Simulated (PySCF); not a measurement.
Isomers of C5H11NSi. Theory: PySCF 2.14.0, PBE0-D3(BJ)/def2-SVP geometry optimisation, gas phase. One conformer each; no zero-point energy, no entropy. No frequencies were run at this level. Point groups hold within 0.08 Å.

Question: Order them by energy at this level, lowest first, and give relative energies in kJ/mol.
A. `[CH3:1]/[N:2]=[CH:3]/[CH:4]1[CH2:5][SiH2:6][CH2:7]1` with N2–C3–C4–C5 112°, C3–C4–C5–Si6 -146°, C4–C5–Si6–C7 17°, C5–Si6–C7–C4 -17°, C3–C4–C7–Si6 144°
B. `[CH3:1][C:2]#[C:3][CH2:4][N:5]([CH3:6])[SiH3:7]` with C3–C4–N5–C6 69°

Answer: A (0.0), B (77.6).

As drawn, the lower has a four-membered ring, a C=N bond and an Si–C bond, which the higher lacks; the higher has a C≡C bond, which the lower lacks.

```tsv
SMILES	E (Eh)	E rel (kJ/mol)	dipole (D)	point group	A, B, C (MHz)
C/N=C/C1C[SiH2]C1	-540.67203	0.0	1.40	C1	6222, 1049, 982.8
CC#CCN(C)[SiH3]	-540.64248	77.6	1.17	C1	3664, 1012, 934.5
```

Q: How do the relative energies change in single points at PBE0/pcSseg-1 (no added dispersion term) on the same geometries?

A: 
```csv
SMILES,PBE0-D3(BJ)/def2-SVP (kJ/mol),PBE0/pcSseg-1 (kJ/mol),shift
C/N=C/C1C[SiH2]C1,0.0,0.0,0.0
CC#CCN(C)[SiH3],77.6,74.5,-3.1
```

Each column counts from its own lowest isomer. The order is unchanged; the largest shift is 3.1 kJ/mol.
